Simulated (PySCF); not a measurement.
Two-dimensional NMR puzzle

Compound of formula C9H14. Correlations simulated from computed shifts and the bond graph:

HSQC (one-bond C–H):
```tsv
δH	δC
5.18	126.6
2.71	40.0
2.56	36.1
2.41	40.0
1.78	24.8
1.62	18.7
1.17	24.7
1.15	23.4
0.83	19.9
-0.35	19.9
```

COSY cross peaks (H two or three bonds apart, from the bond graph; peaks can be absent where the dihedral angle is near 90°):
```tsv
δH	δH
5.18	2.71
5.18	2.41
2.71	2.41
2.71	1.62
2.56	1.17
2.56	1.15
2.41	1.62
1.78	1.62
1.78	0.83
1.78	-0.35
1.62	0.83
1.62	-0.35
0.83	-0.35
```

HMBC (two and three bonds, from the bond graph):
```tsv
δH	δC
5.18	164.9, 40.0, 36.1, 24.8, 18.7
2.71	164.9, 126.6, 24.8, 19.9, 18.7
2.56	164.9, 126.6, 24.8, 24.7, 23.4
2.41	164.9, 126.6, 24.8, 19.9, 18.7
1.78	164.9, 126.6, 40.0, 36.1, 19.9, 18.7
1.62	164.9, 126.6, 40.0, 24.8, 19.9
1.17	164.9, 36.1, 23.4
1.15	164.9, 36.1, 24.7
0.83	164.9, 40.0, 24.8, 18.7
-0.35	164.9, 40.0, 24.8, 18.7
```

Carbons without hydrogens: δ 164.9.

Method: shieldings: GIAO PBE0/pcSseg-1, coordinates at the GFN2-xTB level, in PySCF 2.14.0 with density-fitted response routines (gas phase, single conformer, rapidly exchanging positions averaged, non-relativistic).

Shifts are taken against calculated references (same method and geometry level): 1H (σ = 31.72 ppm), 13C (σ = 186.93 ppm) against TMS.

Exchangeable hydrogens are left out of these lists.

**Question.** Assemble the structure.

**Answer.** SMILES C1(C(C)C)=CC[C@@H]2C[C@H]12.

Structure with atom numbers: `[CH3:1][CH:2]([CH3:3])[C:4]1=[CH:5][CH2:6][C@@H:7]2[CH2:8][C@H:9]12` (H(Xn): hydrogen on atom n). Ha(C8) is cis to C4 on the ring; Ha(C6) is cis to C8 on the ring; Hb(C8) is trans to C4 on the ring; Hb(C6) is trans to C8 on the ring.

1. δC 164.9 is C4, a fully substituted alkene carbon.
2. δC 126.6 is C5, an alkene CH (δH 5.18).
3. δC 40.0 is C6, an allylic sp3 CH2 (δH 2.71, 2.41).
4. δC 36.1 is C2, an allylic sp3 CH (δH 2.56).
5. δC 24.8 is C9, a three-membered-ring carbon (δH 1.78).
6. δC 24.7 is C1, a methyl carbon (δH 1.17).
7. δC 23.4 is C3, a methyl carbon (δH 1.15).
8. δC 19.9 is C8, a three-membered-ring carbon (δH -0.35, 0.83).
9. δC 18.7 is C7, a three-membered-ring carbon (δH 1.62).
10. HMBC from δH 5.18 reaches the proton-free carbon C4.
11. HMBC from δH 2.71 reaches the proton-free carbon C4.
12. HMBC from δH 2.56 reaches the proton-free carbon C4.
13. HMBC from δH 2.41 reaches the proton-free carbon C4.
14. COSY links 5.18–2.71, 5.18–2.41, 2.71–2.41, 2.71–1.62, 2.56–1.17, 2.56–1.15.

The data come from this structure; uniqueness wasn't tested.

Shifts are as computed. Against solution values, carbons near 30 ppm lie about +3 ppm off and those near 130 ppm about +5 ppm. Of 1211 compounds with measured shifts, 218 miss one by over three times the rms of a fit or turn the order of signals round; such compounds aren't used in these exercises.
